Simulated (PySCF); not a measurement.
Argon: a sound run and one with changed settings

Sound run: Ar⁺ [Ne] 3s2 3p5, Ar²⁺ [Ne] 3s2 3p4. Computed with PySCF 2.14 in cc-pVTZ-DK (5s4p2d1f, 34 functions), with the spin-free X2C one-electron Hamiltonian (Gaussian nucleus). In the sound run the correlated levels freeze [Ne]. The sound run starts from symmetry-adapted Hartree-Fock orbitals and uses a fine grid where one is needed.

Changed run: the non-relativistic Hamiltonian (point nucleus). This setting is unsound on purpose.

```csv
species,method,sound run (hartree),changed run (hartree),converged
Ar⁺,UHF,-528.08649,-525.73301,yes
Ar⁺,M06-2X,-528.78658,-526.43387,yes
Ar⁺,MN15,-528.90991,-526.56060,yes
Ar⁺,MP2,-528.25189,-525.89838,yes
Ar⁺,CCSD(T),-528.28081,-525.92742,yes
Ar²⁺,UHF,-527.11772,-524.76333,yes
Ar²⁺,M06-2X,-527.77132,-525.41781,yes
Ar²⁺,MN15,-527.88921,-525.53869,yes
Ar²⁺,MP2,-527.24768,-524.89332,yes
Ar²⁺,CCSD(T),-527.27657,-524.92237,yes
```

Ionisation energy of Ar⁺:

| method | sound run (eV) | changed run (eV) |
| --- | --- | --- |
| UHF | 26.361 | 26.386 |
| M06-2X | 27.627 | 27.648 |
| MN15 | 27.775 | 27.808 |
| MP2 | 27.326 | 27.349 |
| SCS-MP2 | 27.321 | 27.344 |
| CCSD | 27.296 | 27.318 |
| CCSD(T) | 27.327 | 27.349 |

Most of the change in total energy is the relativistic energy itself. On top of that the contraction fixes the core shape for the Hamiltonian it was made with, so the changed run is not a good calculation with the other Hamiltonian either.

For comparison, NIST gives 27.630 eV between the lowest levels.
